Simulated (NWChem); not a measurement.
Molecule: ZrNHCl2; SMILES [NH]=[Zr]([Cl])[Cl]

```xyz
5

Zr    -0.1852     0.0007    -0.0001
N     -1.5482     0.0026    -1.1586
H     -2.2534     0.0040    -1.8917
Cl     0.9614     2.0895     0.0755
Cl     0.9577    -2.0903     0.0729
```
Atoms are numbered in this order, from 1.

Results from NWChem. Coordinates come from a PBE0/def2-SVP optimisation. def2 effective core potentials on Zr; no spin-orbit coupling. B3LYP is NWChem's, with the RPA form of VWN correlation. Static field.

Q: Predict the results for B3LYP/def2-SVPD. Quantities: isotropic polarisability (bohr³); anisotropy (bohr³).

A: 
```json
{
 "isotropic polarisability (bohr³)": "75.9",
 "anisotropy (bohr³)": "32.4"
}
```
